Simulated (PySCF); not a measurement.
These are PBE0-D4/def2-TZVP in PySCF 2.14.0 values and carry that method's errors. Gas-phase values, no solvent. One relaxed conformer stands for a flexible species; it need not be the lowest. Excitations are Tamm–Dancoff values on a coarser integration grid. The basis has no diffuse functions, so Rydberg states are missing or too high.

Reference species (SMILES): `[SiH]1(C=CC=C1)O` (H–O–Si–C torsion 54°) (neutral, multiplicity 1).

```yaml
S1 oscillator strength: 0.056
T1 excitation (TDA): 2.53 eV
S1–T1 gap (TDA): 1.81 eV
```

Changed species: `OC1=CC=C[SiH2]1` (H–O–C–Si torsion 0°).

**Question.** Predict the effect on the S1 oscillator strength, T1 excitation (TDA) and S1–T1 gap (TDA).

**Answer.** the S1 oscillator strength increases by 0.048, to 0.104; the T1 excitation (TDA) falls by 0.12 eV, to 2.41 eV; the S1–T1 gap (TDA) drops by 0.03 eV, to 1.78 eV.
